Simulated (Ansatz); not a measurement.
CH₆AlNSSi (`C[Si]1(N)[AlH][S]1`), charge 0, multiplicity 1.

**Question.** Give a relaxed structure at PBE0-D4/def2-TZVP (Ansatz 0.2.0). (Estimate.)

**Answer.** Ansatz gave: 
Z-matrix (Å, degrees):
```
C
Si 1 1.866
H 1 1.090 2 110.8
H 1 1.095 2 110.0 3 -119.2
H 1 1.092 2 110.7 3 121.0
N 2 1.712 1 106.3 3 177.5
Al 2 2.323 1 127.0 3 -15.7
S 2 2.219 1 110.9 3 48.3
H 6 1.006 2 121.4 1 179.6
H 6 1.008 2 120.1 1 -32.2
H 7 1.579 2 167.1 1 -92.9
```
This is one stationary point; other conformers may exist.
